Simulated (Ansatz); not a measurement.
```yaml
crystal:
  periodic: [false, false, false]
  atoms:
    - {symbol: F, position_ang: [1.047628, 1.357667, -1.160129]}
    - {symbol: C, position_ang: [-0.174880, 0.796102, -1.558488]}
    - {symbol: F, position_ang: [0.109055, -0.371926, -2.274837]}
    - {symbol: F, position_ang: [-0.809408, 1.697985, -2.423746]}
    - {symbol: C, position_ang: [-1.113259, 0.506515, -0.303837]}
    - {symbol: O, position_ang: [-0.459916, -0.388199, 0.633467]}
    - {symbol: Ti, position_ang: [0.897402, -1.122677, 1.647466]}
    - {symbol: F, position_ang: [2.256758, -1.702091, 0.560595]}
    - {symbol: F, position_ang: [1.546750, 0.155072, 2.796773]}
    - {symbol: F, position_ang: [0.222357, -2.533993, 2.612414]}
    - {symbol: H, position_ang: [-1.354725, 1.512694, 0.195605]}
    - {symbol: H, position_ang: [-2.086914, 0.034994, -0.689688]}
basis:
  gaussian: {orbitals: def2-SVPD, nuclear_model: gaussian}
total_charge: -1
magnetization: {spin_polarized: true, initial_magnetization: 1}
hamiltonian: {xc: {name: revPBE0}}
output: {forces: true}
```

```sh
$ ansatz run in.yaml --threads 4 --pin off --events-out ev --progress --plain --max-ram 66560MiB --backend cpu
```

It prints (some lines left out):

```
Functional definition: revPBE0
2252 factors; their error is unknown
mean field evaluation 1: about -43540.3111 eV, gradient 4.8e1 eV
mean field evaluation 2: about -43515.5713 eV, gradient 1.0e2 eV
mean field evaluation 4: about -43548.1616 eV, gradient 4.6e0 eV
mean field evaluation 8: about -43548.2473 eV, gradient 3.4e-1 eV
mean field evaluation 16: about -43548.3998 eV, gradient 2.5e-2 eV
mean field evaluation 32: about -43548.4082 eV, gradient 1.0e-5 eV
mean field -43548.40820250 eV, -1600.3744832707 hartree, gradient 2.7e-6 eV, S^2 0.751811; 6 other end points of the search recorded, 0 dependent functions left out
reference -43548.40826272 eV, -1600.3744854838 hartree; 50, 49 occupied and 201, 202 virtual orbitals, 2252 factors
Total energy: -43548.40826272 eV, -1600.3744854838 hartree
Atom 0 at     1.047628     1.357667    -1.160129 Å, force    -2.212761    -0.911140    -1.072196 eV/Å
Atom 1 at    -0.174880     0.796102    -1.558488 Å, force     0.242671    -0.292460     0.508864 eV/Å
Atom 2 at     0.109055    -0.371926    -2.274837 Å, force    -0.436075     2.270635     0.993643 eV/Å
Atom 3 at    -0.809408     1.697985    -2.423746 Å, force     1.169205    -1.251634     0.913202 eV/Å
Atom 4 at    -1.113259     0.506515    -0.303837 Å, force     1.438905    -1.215280     1.071481 eV/Å
Atom 5 at    -0.459916    -0.388199     0.633467 Å, force    -2.757554     2.554871    -2.688261 eV/Å
Atom 6 at     0.897402    -1.122677     1.647466 Å, force     0.422533    -0.147515     0.369142 eV/Å
Atom 7 at     2.256758    -1.702091     0.560595 Å, force     0.632737    -0.513483    -0.505790 eV/Å
Atom 8 at     1.546750     0.155072     2.796773 Å, force     0.130743     0.710318     0.492450 eV/Å
Atom 9 at     0.222357    -2.533993     2.612414 Å, force    -0.120165    -0.698261     0.313122 eV/Å
Atom 10 at    -1.354725     1.512694     0.195605 Å, force     0.331162    -1.082822    -0.704818 eV/Å
Atom 11 at    -2.086914     0.034994    -0.689688 Å, force     1.158600     0.576771     0.309160 eV/Å
Dipole moment:    -0.782721     0.728051    -0.950932 e Å
```

Run time 81 s (4 threads of an AMD EPYC 7R13 on a shared host); peak host memory 2.4 GiB.
